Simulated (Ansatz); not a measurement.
Steps of a relaxation of C2H5FGeO (`F[CH]1O[CH2][GeH2]1`) with RKS PBE-D4/def2-SVP.

```sh
$ ansatz run in.yaml --threads 4 --pin off --events-out ev --progress --plain --max-ram 10444MiB
```

```yaml
crystal:
  periodic: [false, false, false]
  atoms:
    - {symbol: F, position_ang: [-0.453100, -0.176700, 2.145200]}
    - {symbol: C, position_ang: [0.316900, -0.352400, 1.042500]}
    - {symbol: O, position_ang: [-0.206100, -1.402600, 0.243900]}
    - {symbol: C, position_ang: [-0.353500, -0.635700, -0.901700]}
    - {symbol: Ge, position_ang: [0.154900, 1.069400, -0.263800]}
    - {symbol: H, position_ang: [1.373700, -0.514400, 1.344200]}
    - {symbol: H, position_ang: [-1.484400, -0.647400, -1.137400]}
    - {symbol: H, position_ang: [0.237500, -0.980100, -1.752000]}
    - {symbol: H, position_ang: [-1.016900, 2.059600, 0.098100]}
    - {symbol: H, position_ang: [1.513900, 1.529000, -0.816100]}
basis:
  gaussian: {orbitals: def2-SVP}
hamiltonian: {xc: pbe, dispersion: d4}
relax: {f_tol: 0.03, max_steps: 200}
```

Positions (Å) and forces (eV/Å) along the path, 9 of 9 steps:

```xyz
10
step=1 energy=-63407.0126 eV
F    -0.453   -0.177    2.145   -0.335   -0.090    0.949
C     0.317   -0.352    1.042    0.831   -0.617    1.688
O    -0.206   -1.403    0.244    1.297    0.629    1.407
C    -0.353   -0.636   -0.902   -3.640   -1.068   -3.106
Ge    0.155    1.069   -0.264   -0.062    1.872    0.211
H     1.374   -0.514    1.344    0.105   -0.526    0.369
H    -1.484   -0.647   -1.137    1.118   -0.047   -0.558
H     0.237   -0.980   -1.752    0.148   -0.447   -0.625
H    -1.017    2.060    0.098    0.549   -0.124   -0.322
H     1.514    1.529   -0.816   -0.011    0.420   -0.015
10
step=2 energy=-63407.6968 eV
F    -0.421   -0.233    2.244   -0.148    0.093    0.207
C     0.359   -0.345    1.123    0.438   -0.667    0.448
O    -0.163   -1.349    0.260    0.386    0.300    0.295
C    -0.422   -0.653   -0.957   -1.243   -0.418   -1.047
Ge    0.158    1.074   -0.255    0.167    0.784    0.070
H     1.394   -0.621    1.462   -0.221    0.040    0.012
H    -1.514   -0.718   -1.241    0.472    0.005    0.100
H     0.162   -1.041   -1.814    0.147   -0.162   -0.047
H    -0.940    2.140   -0.010    0.062    0.000    0.001
H     1.469    1.694   -0.808   -0.059    0.026   -0.039
10
step=3 energy=-63407.7618 eV
F    -0.448   -0.239    2.246   -0.072    0.066    0.005
C     0.372   -0.352    1.146    0.053   -0.301   -0.229
O    -0.124   -1.332    0.244    0.197   -0.002    0.246
C    -0.443   -0.659   -0.989   -0.135   -0.024   -0.168
Ge    0.170    1.087   -0.250    0.047    0.224    0.001
H     1.387   -0.635    1.520   -0.120    0.001   -0.005
H    -1.523   -0.751   -1.245    0.024    0.020    0.078
H     0.144   -1.069   -1.840    0.038    0.022    0.076
H    -0.906    2.169    0.015   -0.015    0.017    0.015
H     1.453    1.730   -0.845   -0.016   -0.022   -0.019
10
step=4 energy=-63407.7750 eV
F    -0.522   -0.243    2.181    0.134    0.020   -0.066
C     0.381   -0.374    1.130   -0.070    0.311    0.120
O    -0.052   -1.346    0.226    0.119   -0.034   -0.255
C    -0.451   -0.650   -0.989    0.061   -0.228    0.213
Ge    0.182    1.096   -0.252   -0.024    0.024    0.163
H     1.377   -0.613    1.575   -0.152   -0.129   -0.009
H    -1.536   -0.781   -1.181   -0.032    0.068   -0.037
H     0.127   -1.038   -1.851   -0.024   -0.027   -0.083
H    -0.878    2.184    0.056    0.016    0.012   -0.025
H     1.456    1.713   -0.892   -0.029   -0.017   -0.020
10
step=5 energy=-63407.7870 eV
F    -0.542   -0.248    2.162    0.030    0.035   -0.055
C     0.387   -0.372    1.132   -0.047    0.099    0.116
O    -0.008   -1.350    0.214    0.062    0.024   -0.201
C    -0.446   -0.654   -0.986    0.110   -0.062    0.169
Ge    0.185    1.101   -0.243   -0.040   -0.072   -0.007
H     1.360   -0.630    1.610   -0.046   -0.026   -0.041
H    -1.537   -0.778   -1.153   -0.024    0.021   -0.011
H     0.110   -1.034   -1.869   -0.056    0.000   -0.004
H    -0.871    2.198    0.051    0.010   -0.001    0.010
H     1.444    1.715   -0.915    0.001   -0.018    0.022
10
step=6 energy=-63407.7968 eV
F    -0.599   -0.262    2.107    0.035   -0.023   -0.131
C     0.393   -0.365    1.130    0.003   -0.072    0.063
O     0.092   -1.353    0.180   -0.050    0.129   -0.052
C    -0.444   -0.659   -0.981    0.120    0.006    0.034
Ge    0.191    1.103   -0.243   -0.065   -0.075   -0.037
H     1.338   -0.619    1.664   -0.038    0.031   -0.065
H    -1.545   -0.788   -1.080    0.068    0.004    0.040
H     0.056   -1.021   -1.908   -0.077    0.011    0.118
H    -0.851    2.211    0.056   -0.002    0.015    0.004
H     1.452    1.702   -0.924    0.008   -0.027    0.026
10
step=7 energy=-63407.8022 eV
F    -0.627   -0.291    2.070    0.017   -0.021   -0.063
C     0.396   -0.363    1.122   -0.033    0.026    0.070
O     0.142   -1.345    0.158   -0.003   -0.022    0.054
C    -0.438   -0.655   -0.976   -0.026    0.006   -0.027
Ge    0.188    1.107   -0.245   -0.053   -0.040    0.017
H     1.331   -0.596    1.677    0.010   -0.001   -0.025
H    -1.542   -0.785   -1.029    0.011    0.001    0.043
H     0.014   -1.031   -1.915    0.025    0.025   -0.036
H    -0.850    2.224    0.042    0.014    0.008   -0.008
H     1.468    1.683   -0.900    0.039    0.019   -0.025
10
step=8 energy=-63407.8036 eV
F    -0.649   -0.315    2.049    0.041   -0.002   -0.047
C     0.394   -0.363    1.123   -0.024    0.003    0.041
O     0.174   -1.344    0.148   -0.007   -0.004    0.005
C    -0.437   -0.656   -0.972   -0.022    0.000   -0.037
Ge    0.187    1.108   -0.244   -0.032    0.012    0.017
H     1.325   -0.585    1.689    0.003   -0.002    0.003
H    -1.541   -0.792   -0.993    0.023   -0.002    0.007
H    -0.004   -1.017   -1.926    0.001   -0.002    0.016
H    -0.839    2.239    0.031   -0.001    0.004    0.000
H     1.473    1.674   -0.902    0.017   -0.008   -0.006
10
step=9 energy=-63407.8038 eV
F    -0.651   -0.318    2.044    0.011   -0.005   -0.002
C     0.395   -0.362    1.123   -0.021   -0.001    0.000
O     0.180   -1.342    0.146    0.005    0.010   -0.006
C    -0.438   -0.655   -0.972   -0.010   -0.008    0.001
Ge    0.182    1.109   -0.243    0.014   -0.001    0.001
H     1.325   -0.583    1.691   -0.001    0.002   -0.001
H    -1.541   -0.796   -0.988    0.008   -0.001   -0.005
H    -0.005   -1.015   -1.927   -0.003    0.003    0.012
H    -0.839    2.245    0.031    0.004    0.000   -0.002
H     1.475    1.664   -0.901   -0.006    0.002    0.000
```

It took 14 s on 4 threads of an Arm Neoverse V1 on a shared host, with 0.17 GiB of host memory at the peak.
